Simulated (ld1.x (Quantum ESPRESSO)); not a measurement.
Configuration tests for Ta (TM)

| Quantity | Value |
| --- | --- |
| Element | tantalum |
| Generator | ld1.x (Quantum ESPRESSO) 7.5 |
| Type | norm-conserving Troullier–Martins (Kleinman–Bylander form) |
| Functional | PBE |
| Relativity | scalar-relativistic |
| Frozen core | [Kr] 4d10 4f14 |
| Valence charge | 13 |
| Reference configuration | 5s2 5p6 5d3 6s2 6p0 |
| Partial waves | 5p (bound): rc 3.18 bohr; 5d (bound): rc 1.65 bohr; 5s (bound): rc 1.75 bohr |
| Local potential | the s channel |
| Core correction | none |

Occupied shells without a wave of their own: 6s. They enter only through the test configuration that unscreens the potential.

Energies are relative to the spin-unpolarised reference configuration 5s2 5p6 5d3 6s2 6p0; without spin polarisation the order of configurations can differ from experiment.

Task: Give the all-electron excitation energy and the error of the potential for: 5s2 5p6 5d3 6s1 6p0; 5s2 5p6 5d3 6s0 6p0; 5s2 5p6 5d2 6s0 6p0; 5s2 5p6 5d3.5 6s1.5 6p0; 5s2 5p6 5d3 6s0 6p2; 5s2 5p6 5d3 6s1.5 6p0; 5s2 5p6 5d3 6s1 6p1.

Result:

```
  valence configuration  charge  ΔE all-electron (eV)  error AE − PS (meV)
    5s2 5p6 5d3 6s1 6p0      +1                 8.467                -1973
    5s2 5p6 5d3 6s0 6p0      +2                23.439                -4888
    5s2 5p6 5d2 6s0 6p0      +3                47.043                -6555
5s2 5p6 5d3.5 6s1.5 6p0       0                 0.989                 -762
    5s2 5p6 5d3 6s0 6p2       0                 8.595                -3800
  5s2 5p6 5d3 6s1.5 6p0    +0.5                 3.461                 -885
    5s2 5p6 5d3 6s1 6p1       0                 4.178                -1745
```

These tests converged, but a pseudo level misses the all-electron one widely, so the file describes the atom poorly there or has found another state: 5s2 5p6 5d3 6s1 6p0: 6s by 2.4 eV (a node warning on the way); 5s2 5p6 5d3 6s0 6p0: empty 6s by 3.5 eV; 5s2 5p6 5d2 6s0 6p0: empty 6s by 4.5 eV; 5s2 5p6 5d3.5 6s1.5 6p0: 6s by 1.7 eV; 5s2 5p6 5d3 6s0 6p2: empty 6s by 2.2 eV; 5s2 5p6 5d3 6s1.5 6p0: 6s by 2.0 eV; 5s2 5p6 5d3 6s1 6p1: 6s by 2.1 eV. The 6s level has no wave, so the channel is fitted at the deeper level alone: the likely source of the large errors.

The potential misses its own reference levels by up to 1.6 eV, so it is not fit for use.
